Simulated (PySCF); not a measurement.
C₇H₁₀N₂.
Atom-mapped SMILES: `[CH3:1][CH2:2][c:3]1[n:4][n:5][cH:6][cH:7][c:8]1[CH3:9]` (hydrogens: H10, H11, H12 on C1; H13, H14 on C2; H15 on C6; H16 on C7; H17, H18, H19 on C9)

The same species was optimised twice, with GFN2-xTB and with PBE0-D3(BJ)/def2-SVP (PySCF), and the same property calculations (PySCF, gas phase) were run on both structures.

```json
{"coordinate": "N4–N5 (Å)", "GFN2-xTB": "1.299", "PBE0-D3(BJ)/def2-SVP": "1.316", "change": "+0.017"}
{"coordinate": "C3–N4 (Å)", "GFN2-xTB": "1.321", "PBE0-D3(BJ)/def2-SVP": "1.329", "change": "+0.008"}
{"coordinate": "N5–C6 (Å)", "GFN2-xTB": "1.317", "PBE0-D3(BJ)/def2-SVP": "1.324", "change": "+0.007"}
{"coordinate": "C1–C2 (Å)", "GFN2-xTB": "1.522", "PBE0-D3(BJ)/def2-SVP": "1.517", "change": "-0.005"}
{"coordinate": "C3–C8 (Å)", "GFN2-xTB": "1.411", "PBE0-D3(BJ)/def2-SVP": "1.416", "change": "+0.005"}
{"coordinate": "C2–C3 (Å)", "GFN2-xTB": "1.500", "PBE0-D3(BJ)/def2-SVP": "1.504", "change": "+0.004"}
{"coordinate": "C6–C7 (Å)", "GFN2-xTB": "1.393", "PBE0-D3(BJ)/def2-SVP": "1.397", "change": "+0.004"}
{"coordinate": "C8–C9 (Å)", "GFN2-xTB": "1.493", "PBE0-D3(BJ)/def2-SVP": "1.495", "change": "+0.002"}
{"coordinate": "C7–C8 (Å)", "GFN2-xTB": "1.382", "PBE0-D3(BJ)/def2-SVP": "1.385", "change": "+0.003"}
{"coordinate": "C1–C2–C3 (°)", "GFN2-xTB": "112.9", "PBE0-D3(BJ)/def2-SVP": "114.8", "change": "+1.9"}
{"coordinate": "N4–N5–C6 (°)", "GFN2-xTB": "120.1", "PBE0-D3(BJ)/def2-SVP": "119.4", "change": "-0.7"}
{"coordinate": "N4–C3–C8 (°)", "GFN2-xTB": "121.8", "PBE0-D3(BJ)/def2-SVP": "122.3", "change": "+0.5"}
{"coordinate": "C7–C8–C9 (°)", "GFN2-xTB": "122.0", "PBE0-D3(BJ)/def2-SVP": "122.6", "change": "+0.6"}
{"coordinate": "N5–C6–C7 (°)", "GFN2-xTB": "122.5", "PBE0-D3(BJ)/def2-SVP": "123.0", "change": "+0.5"}
{"coordinate": "C3–C8–C7 (°)", "GFN2-xTB": "116.1", "PBE0-D3(BJ)/def2-SVP": "115.7", "change": "-0.4"}
{"coordinate": "C6–C7–C8 (°)", "GFN2-xTB": "117.8", "PBE0-D3(BJ)/def2-SVP": "118.2", "change": "+0.4"}
{"coordinate": "C2–C3–N4 (°)", "GFN2-xTB": "117.2", "PBE0-D3(BJ)/def2-SVP": "116.8", "change": "-0.4"}
{"coordinate": "C1–C2–C3–N4 (°)", "GFN2-xTB": "0", "PBE0-D3(BJ)/def2-SVP": "0", "change": "0"}
```

Rotational constants: A = 2435, B = 1596, C = 981.7 MHz (GFN2-xTB) against A = 2414, B = 1573, C = 969.6 MHz (PBE0-D3(BJ)/def2-SVP).

On the GFN2-xTB structure: HOMO (eV) -6.38 [PBE0/pcSseg-1]; LUMO (eV) -1.08 [PBE0/pcSseg-1]; dipole (D) 4.41 [PBE0/pcSseg-1]; GIAO shielding of C1 (ppm) 174.4 [PBE0/pcSseg-1]; GIAO shielding of C2 (ppm) 156.2 [PBE0/pcSseg-1]; GIAO shielding of C3 (ppm) 22.1 [PBE0/pcSseg-1]; GIAO shielding of N4 (ppm) -183.0 [PBE0/pcSseg-1]; GIAO shielding of N5 (ppm) -186.9 [PBE0/pcSseg-1]; GIAO shielding of C6 (ppm) 32.5 [PBE0/pcSseg-1]; GIAO shielding of C7 (ppm) 56.6 [PBE0/pcSseg-1]; GIAO shielding of C8 (ppm) 47.0 [PBE0/pcSseg-1].

**Question.** What do these properties become on the PBE0-D3(BJ)/def2-SVP structure?

**Answer.** 
```
                                    property          level  on GFN2-xTB  on PBE0-D3(BJ)/def2-SVP  change
                                   HOMO (eV)  PBE0/pcSseg-1        -6.38                    -6.52   -0.14
                                   LUMO (eV)  PBE0/pcSseg-1        -1.08                    -1.16   -0.08
                                  dipole (D)  PBE0/pcSseg-1         4.41                     4.47   +0.06
energy, GFN2-xTB geometry as zero (kcal/mol)  PBE0/pcSseg-1          0.0                     -0.8    -0.8
                  GIAO shielding of C1 (ppm)  PBE0/pcSseg-1        174.4                    172.9    -1.5
                  GIAO shielding of C2 (ppm)  PBE0/pcSseg-1        156.2                    154.5    -1.7
                  GIAO shielding of C3 (ppm)  PBE0/pcSseg-1         22.1                     19.5    -2.6
                  GIAO shielding of N4 (ppm)  PBE0/pcSseg-1       -183.0                   -189.3    -6.3
                  GIAO shielding of N5 (ppm)  PBE0/pcSseg-1       -186.9                   -193.3    -6.4
                  GIAO shielding of C6 (ppm)  PBE0/pcSseg-1         32.5                     29.9    -2.6
                  GIAO shielding of C7 (ppm)  PBE0/pcSseg-1         56.6                     55.4    -1.2
                  GIAO shielding of C8 (ppm)  PBE0/pcSseg-1         47.0                     46.9    -0.1
```

The heavy atoms differ by 0.019 Å rms after alignment. Among bonds between heavy atoms N4–N5 changes most (+0.017 Å). Changes are differences of the printed values. Neither structure is proved a minimum here.

Conformer computed: `[CH3:1][CH2:2][c:3]1[n:4][n:5][cH:6][cH:7][c:8]1[CH3:9]`: C1–C2–C3–N4 0°.
